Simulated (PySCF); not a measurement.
[BrI2]- (singlet). Computed with PBE0 in PySCF with Br def2-SVPD, I def2-SVPD with ECP28; scalar-relativistic core potentials, no spin–orbit coupling; density-fitted integrals.

Harmonic bands of its minimum:

| ω (cm⁻¹) | IR (km/mol, summed over degenerate members) | degeneracy |
| --- | --- | --- |
| 70 | 0.0 | 2 |
| 114 | 0.0 | 1 |
| 157 | 160 | 1 |

Question: The central atom is Br. Infer the point group and assign the bands.

Answer: D∞h. The modes span πu + σg+ + σu+: 70 πu, 114 σg+, 157 σu+. The computed geometry has Br–I 2.797 Å (×2); I–Br–I 180.0°.

This need not be the most stable arrangement of these atoms. The lowest empty level of this anion is unbound, so it and the gap depend on the basis.
